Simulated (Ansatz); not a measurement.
Geometry optimisation, Ansatz, RKS B3LYP-D4/def2-SVP.

Input:

```yaml
crystal:
  periodic: [false, false, false]
  atoms:
    - { symbol: B, position_ang: [-0.8257, -2.0592, -0.2931] }
    - { symbol: O, position_ang: [-0.9925, -0.6363, -0.7731] }
    - { symbol: Si, position_ang: [0.2541, 0.2363, -0.0201] }
    - { symbol: Si, position_ang: [2.2526, -0.0162, -1.1713] }
    - { symbol: S, position_ang: [-0.2049, 2.3169, 0.0187] }
    - { symbol: Al, position_ang: [-1.9561, 2.0062, 1.4402] }
    - { symbol: H, position_ang: [-1.4396, -2.3629, 0.6597] }
    - { symbol: H, position_ang: [-0.1892, -2.7768, -0.9209] }
    - { symbol: H, position_ang: [0.5086, -0.2102, 1.4192] }
    - { symbol: H, position_ang: [3.2589, 0.7372, -0.4982] }
    - { symbol: H, position_ang: [2.5234, -1.453, -1.1821] }
    - { symbol: H, position_ang: [1.998, 0.4735, -2.5217] }
    - { symbol: H, position_ang: [-3.4496, 1.6845, 0.8328] }
    - { symbol: H, position_ang: [-1.7509, 2.0305, 3.0386] }
basis:
  gaussian: { orbitals: def2-SVP }
hamiltonian:
  xc: b3lyp
  dispersion: d4
relax:
  f_tol: 0.015
  max_steps: 40
```

Run as:

```bash
$ ansatz run input.yaml --threads 2 --pin off --max-ram 3072MiB --backend cpu --events-out ev --progress --plain --runs-dir out
```

Where does it end, and by what steps?

It converged. The force dipped under the threshold on the way, but the program's further checks kept it going. After 24 steps the energy has fallen by 1.367 eV; H13 moved furthest, 1.65 Å.

| step | energy less start (eV) | largest force component (eV/Å) | accepted |
| --- | --- | --- | --- |
| 0 | 0.0000 | 3.882 | yes |
| 1 | -0.4459 | 3.069 | yes |
| 2 | -0.7011 | 0.884 | yes |
| 3 | -0.8895 | 0.222 | yes |
| 4 | -1.0082 | 0.732 | yes |
| 5 | -1.1150 | 0.383 | yes |
| 6 | -1.1941 | 0.478 | yes |
| 7 | -1.2246 | 0.617 | yes |
| 8 | -1.2916 | 0.213 | yes |
| 9 | -1.3030 | 0.383 | yes |
| 10 | -1.3117 | 0.606 | yes |
| 11 | -1.3273 | 0.273 | yes |
| 12 | -1.3437 | 0.209 | yes |
| 13 | -1.3553 | 0.164 | yes |
| 14 | -1.3598 | 0.105 | yes |
| 15 | -1.3612 | 0.094 | yes |
| 16 | -1.3640 | 0.071 | yes |
| 17 | -1.3624 | 0.131 | no |
| 18 | -1.3657 | 0.080 | yes |
| 19 | -1.3663 | 0.039 | yes |
| 20 | -1.3664 | 0.020 | yes |
| 21 | -1.3666 | 0.014 | yes |
| 22 | -1.3667 | 0.018 | yes |
| 23 | -1.3667 | 0.026 | yes |
| 24 | -1.3667 | 0.014 | yes |

```xyz
14
Properties=species:S:1:pos:R:3
B -0.763 -2.227 -0.415
O -0.676 -1.121 0.352
Si 0.388 0.200 0.363
Si 2.170 -0.087 -1.148
S -0.697 1.948 -0.274
Al -2.122 2.178 1.391
H -1.673 -2.996 -0.212
H 0.059 -2.435 -1.284
H 0.825 0.335 1.778
H 3.085 1.083 -1.001
H 2.926 -1.338 -0.851
H 1.649 -0.133 -2.543
H -3.235 3.277 1.194
H -1.948 1.285 2.680
```

Whether the end is a true minimum wasn't checked by a vibrational analysis.

The run took 2.7 min on 2 threads of Arm Neoverse V1, with other jobs on the host, peak memory 0.38 GiB.
